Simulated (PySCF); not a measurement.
Structure problem from calculated spectra and properties.

Elements present: C, F, H, O and Si. Monoisotopic mass: 146.0199 u.

| Property | Result |
| --- | --- |
| UV, first state | lowest singlet excitation: 5.03 eV (247 nm, f = 0.000) [TDDFT PBE0/def2-SVPD] |
| NMR, other nuclei | isotropic shieldings of nuclei other than C and H, by class: -70 (1 O), 121 (1 O), 397 (1 F), 345 (1 Si) ppm [GIAO PBE0/pcSseg-1] |
| Rotational structure | rotational constants A, B, C: 2.440, 0.933, 0.804 GHz [GFN2-xTB] |
| Dipole | 3.92 D [PBE0/def2-SVPD] |
| 1H NMR | chemical shifts (computed TMS as zero) by class: 7.14 (1 H), 5.23 (2 H), 4.96 (2 H), 2.11 (2 H) ppm [GIAO PBE0/pcSseg-1] |
| 13C NMR | chemical shifts (computed TMS as zero) by class: 178.2 (1 C), 150.3 (1 C), 138.3 (1 C), 73.4 (1 C), 19.7 (1 C) ppm [GIAO PBE0/pcSseg-1] |

Electronic properties: PySCF, gas phase, density fitting. Levels stand in brackets. One conformer (not necessarily the lowest) at the GFN2-xTB geometry, without solvent, vibrations or thermal averaging. NMR classes are plain means over equivalent atoms (diastereotopic ones count apart unless rotation or inversion swaps them), as if these changed places fast.

Problem. Which formula fits the mass and the elements?

Solution. C5H7FO2Si (calculated 146.0199). No other formula that holds each of these elements comes within 0.0003 u with a fitting electron parity and a possible valence count.

Problem. Give a SMILES that accounts for the data.

Solution. Numbering: `[O:1]=[C:2]1[O:3][CH2:4][CH:5]=[C:6]1[CH2:7][SiH2:8][F:9]`. Its formula, C5H7FO2Si, gives 3 degrees of unsaturation: 1 ring and 2 π bonds in the structure found. 5 carbons fall into 5 classes; from least to most shielded: ester carbonyl carbon [C2] (178.2 ppm), alkene CH carbon [C5] (150.3 ppm), fully substituted alkene carbon [C6] (138.3 ppm), ring sp3 carbon bound to oxygen [C4] (73.4 ppm), chain sp3 carbon bound to silicon [C7] (19.7 ppm). Hydrogen classes from least to most shielded: 1 H on an alkene CH carbon, C5 (7.14 ppm), 2 H on a fluorine-bound silicon, Si8 (5.23 ppm), 2 H on an sp3 carbon bound to oxygen, C4 (4.96 ppm), 2 H on an sp3 carbon bound to silicon, C7 (2.11 ppm, a mean of values up to 0.6 ppm apart in this geometry). The other shieldings belong to: -70 ppm, ester carbonyl oxygen [O1]; 121 ppm, ester single-bonded oxygen [O3]; 397 ppm, silicon-bound fluorine [F9]; 345 ppm, fluorine-bound silicon [Si8]. S1 is mainly HOMO−1→LUMO (weight 0.95); the largest Löwdin shares of the orbital it empties are 0.65 on the ester carbonyl oxygen, 0.11 on the ester carbonyl carbon, 0.09 on the fully substituted alkene carbon and 0.08 on the ester single-bonded oxygen, of the orbital it fills 0.28 on the alkene CH carbon, 0.18 on the fully substituted alkene carbon, 0.14 on the ester carbonyl carbon and 0.13 on the ester carbonyl oxygen. The optimised geometry has point group C1 and is an asymmetric top. Structure: `C1(C[SiH2]F)C(OCC=1)=O`. Computed isomers that give other values at the same levels: `COC1=C[Si@@H](O)C=C1F` (13C chemical shifts (computed TMS as zero) by class: 177.2 (1 C), 173.3 (1 C), 103.8 (1 C), 91.0 (1 C), 56.8 (1 C) ppm); `O=C1CC([SiH2]F)=CCO1` (13C chemical shifts (computed TMS as zero) by class: 172.3 (1 C), 148.4 (1 C), 147.3 (1 C), 68.8 (1 C), 39.4 (1 C) ppm); `C[C@@]1(F)C=CO[SiH2]C1=O` (13C chemical shifts (computed TMS as zero) by class: 240.8 (1 C), 157.1 (1 C), 116.6 (1 C), 101.2 (1 C), 20.1 (1 C) ppm). The assignments are read from this structure; whether some other isomer fits the data as well wasn't checked.

Shape of the structure used: `[O:1]=[C:2]1[O:3][CH2:4][CH:5]=[C:6]1[CH2:7][SiH2:8][F:9]`: C5–C6–C7–Si8 -107°, C6–C7–Si8–F9 61°.
